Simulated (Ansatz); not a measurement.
Job for Ansatz (an electronic-structure program): R-CCSD(T)/cc-pV(D+d)Z on HCl (SMILES Cl). The basis file is the Basis Set Exchange's JSON of that set.

Ansatz 0.2 input:
```yaml
crystal:
  periodic: [false, false, false]
  atoms:
    - {symbol: Cl, position_ang: [-0.00000000, -0.00000000, 0.64100645]}
    - {symbol: H, position_ang: [0.00000000, 0.00000000, -0.64100645]}
basis:
  gaussian:
    orbitals: cc-pV_D+d_Z.json
magnetization: {spin_polarized: false}
correlation: {method: ccsd_t, electrons: outside_noble_gas}
scf: {lower_state_search: off}
```

The log:

```
WARN ansatz: RAYON_NUM_THREADS=4 ignored (pool sized by the plan → 4); use --threads N
Functional definition: HF
these checks for a lower state are left out or cut short: stability, starts, cluster_reference, orbital_swaps, neighbouring_geometries, increment
integrals: 0.00 GiB planned
284 factors; integrals over basis functions are off by at most 6.2e-4 eV
mean field: 0.05 GiB planned
mean field evaluation 1: about -12519.3049 eV, gradient 1.1e1 eV
mean field evaluation 2: about -12519.3054 eV, gradient 1.1e1 eV
mean field evaluation 4: about -12519.7235 eV, gradient 9.9e-1 eV
mean field evaluation 8: about -12519.7286 eV, gradient 1.2e-3 eV
mean field -12519.72859712 eV, -460.0915397672 hartree, gradient 4.6e-6 eV, S^2 0.000000; 0 other end points of the search recorded, 0 dependent functions left out
5 core orbitals not correlated
reference -12519.72859712 eV, -460.0915397672 hartree; 4, 4 occupied and 19, 19 virtual orbitals, 284 factors
second order -4.05895805 eV of doubles, -0.00000000 eV of singles
coupled cluster: 0.05 GiB planned
cycle   1  -4.44142875 eV  change   -3.8e-1 eV  update   3.4e-2
cycle   2  -4.54207343 eV  change   -1.0e-1 eV  update   1.1e-2
cycle   3  -4.54698781 eV  change   -4.9e-3 eV  update   2.0e-3
cycle   4  -4.54709747 eV  change   -1.1e-4 eV  update   3.7e-4
cycle   5  -4.54698286 eV  change    1.1e-4 eV  update   8.2e-5
cycle   6  -4.54698503 eV  change   -2.2e-6 eV  update   1.6e-5
cycle   7  -4.54698703 eV  change   -2.0e-6 eV  update   3.5e-6
perturbative correction -0.07557234 eV, -0.0027772323 hartree
Total energy: -12524.35115649 eV, -460.2614156910 hartree
Checks for a lower state left out: stability, starts, cluster_reference, orbital_swaps, neighbouring_geometries, increment
```

The calculation finished and met its thresholds.

Cost: around 0.5 core-seconds (rough).
